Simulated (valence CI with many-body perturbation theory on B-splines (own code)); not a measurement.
## Hyperfine factors and g values of Tm XXXVII

Calculated by valence CI with perturbative core correlation (CI+MBPT): five valence electrons over a frozen Dirac-Fock core [Ar] 3d10, a basis of 9 s, 9 p, 8 d, 6 f, 3 g, 1 h functions for each j, with the one-electron correlation potential Σ1 (screened to all orders), the two-electron term Σ2, the three-electron term Σ3, Breit, model QED; selected single and double excitations, second order for the rest (own B-spline code, finite nucleus).

No measured spectrum was set against this ion. As an estimate, large intervals hold to a few tenths of a per cent, small ones and those within an open d or f shell to about a per cent. Among the levels kept, up to 310 cm⁻¹ of a level comes from second order outside the variational space, and about a tenth of that is noise between levels of different J, which matters for small intervals.

A/g_I is the dipole constant over the nuclear g factor μ/I (μ in nuclear magnetons, uniformly magnetised nucleus), B/Q the quadrupole constant per barn. Both hold the static response of the core; the bare values leave it out. Large factors of s and p1/2 electrons are usually good to 5 to 10 %; those of open d and f shells near neutrality can be off by tens of per cent, and small factors of p3/2, d and f electrons come from cancelling terms and can be off by a factor of two or in sign, in half-filled shells by more. B is blank for J = 1/2, where it vanishes, and for nearly pure S terms. Energies count from the lowest level.

Levels are named by their leading jj configuration (3d3/2^4 stands for four electrons in 3d with j = 3/2), which in mixed levels can hold well under half, so a name can repeat and another be missing. Letters in brackets count levels of one name in rising energy.

```tsv
Level	E (cm⁻¹)	g	A/g_I (MHz)	A/g_I bare	B/Q (MHz/b)	B/Q bare
(4s^2 4p1/2^2 4p3/2) J=3/2	0	1.379	40700	39000	76600	73800
(4s^2 4p1/2 4p3/2^2) J=3/2	481720	1.450	-15200	-15100	12400	11900
(4s^2 4p1/2 4p3/2^2) J=5/2	521370	1.196	101000	97800	-323	-301
(4s^2 4p1/2 4p3/2^2) J=1/2	571150	0.660	336000	325000		
(4s^2 4p3/2^3) J=3/2	1059700	1.296	43900	42200	-89000	-85800
(4s^2 4p1/2^2 4d3/2) J=3/2	1093700	0.811	11300	11500	5830	5860
(4s 4p1/2^2 4p3/2^2) J=5/2	1146200	1.467	204000	197000	12900	12500
(4s 4p1/2^2 4p3/2^2) J=1/2	1277900	2.153	985000	951000		
(4s^2 4p1/2^2 4d5/2) J=5/2	1279200	1.223	42000	41000	27200	26500
(4s 4p1/2^2 4p3/2^2) J=3/2	1297900	1.153	-125000	-120000	-19000	-18400
(4s^2 4p1/2 4p3/2 4d3/2) J=3/2 [a]	1574100	0.933	63100	61300	-51300	-49500
(4s^2 4p1/2 4p3/2 4d3/2) J=5/2 [a]	1576500	0.972	80700	78200	-13500	-12900
(4s^2 4p1/2 4p3/2 4d3/2) J=1/2 [a]	1578900	0.250	110000	107000		
(4s^2 4p1/2 4p3/2 4d3/2) J=7/2	1616200	1.060	73600	71300	72200	69900
(4s 4p1/2 4p3/2^3) J=3/2 [a]	1636300	1.515	146000	142000	-48600	-46800
(4s^2 4p1/2 4p3/2 4d5/2) J=5/2 [a]	1680100	1.206	185000	179000	-84600	-81500
(4s^2 4p1/2 4p3/2 4d5/2) J=7/2 [a]	1688400	1.311	-13600	-13000	89700	86800
(4s^2 4p1/2 4p3/2 4d3/2) J=5/2 [b]	1719200	1.253	10500	10400	59600	57500
(4s^2 4p1/2 4p3/2 4d3/2) J=1/2 [b]	1724200	1.517	125000	120000		
(4s^2 4p1/2 4p3/2 4d3/2) J=3/2 [b]	1725700	1.189	8670	8340	11000	10500
(4s^2 4p1/2 4p3/2 4d5/2) J=9/2	1731700	1.201	55300	53600	76000	73600
(4s^2 4p1/2 4p3/2 4d5/2) J=3/2 [a]	1779200	1.197	-19800	-18600	-42000	-40500
(4s^2 4p1/2 4p3/2 4d5/2) J=1/2 [a]	1803100	1.671	-187000	-180000		
(4s^2 4p1/2 4p3/2 4d5/2) J=5/2 [b]	1814400	1.176	92700	89800	-37900	-36400
(4s^2 4p1/2 4p3/2 4d5/2) J=7/2 [b]	1824100	1.099	63100	61100	17200	16800
(4s^2 4p1/2 4p3/2 4d5/2) J=3/2 [b]	1842600	1.216	110000	106000	-18100	-17600
(4s^2 4p1/2 4p3/2 4d5/2) J=5/2 [c]	1853000	1.236	63700	61700	-15000	-14400
(4s 4p1/2 4p3/2^3) J=3/2 [b]	1888100	0.988	73500	71200	16800	16300
(4s^2 4p1/2 4p3/2 4d5/2) J=1/2 [b]	1915600	1.099	-156000	-150000		
(4s^2 4p3/2^2 4d3/2) J=1/2	2197200	1.800	166000	159000		
(4s^2 4p3/2^2 4d3/2) J=3/2 [a]	2201100	1.173	30300	29200	-34900	-33800
(4s^2 4p3/2^2 4d3/2) J=5/2	2207000	1.202	44300	42900	-9730	-9450
(4s^2 4p3/2^2 4d5/2) J=1/2	2212400	1.085	206000	200000		
(4s^2 4p3/2^2 4d5/2) J=7/2	2217300	1.259	27000	26400	18300	17700
(4s^2 4p3/2^2 4d5/2) J=9/2	2235400	1.237	24500	23800	43300	42100
(4s^2 4p3/2^2 4d3/2) J=7/2	2238100	1.095	30500	29500	4860	5030
(4s 4p1/2^2 4p3/2 4d3/2) J=5/2 [a]	2247400	1.305	161000	155000	23800	22900
(4s 4p1/2^2 4p3/2 4d3/2) J=3/2 [a]	2252900	1.380	142000	137000	-4440	-4420
(4s 4p1/2^2 4p3/2 4d3/2) J=1/2 [a]	2252900	2.599	558000	539000		
(4s 4p1/2^2 4p3/2 4d3/2) J=7/2	2268600	1.323	159000	154000	66400	64200
```

Take the isotope of mass number 169, with I = 1/2, μ = -0.231 μN. What is the hyperfine structure of (4s 4p1/2^2 4p3/2^2) J=5/2?

From the table A = -94100 MHz. Shifts from the centre of gravity in MHz: F = 2: 165000, F = 3: -118000.
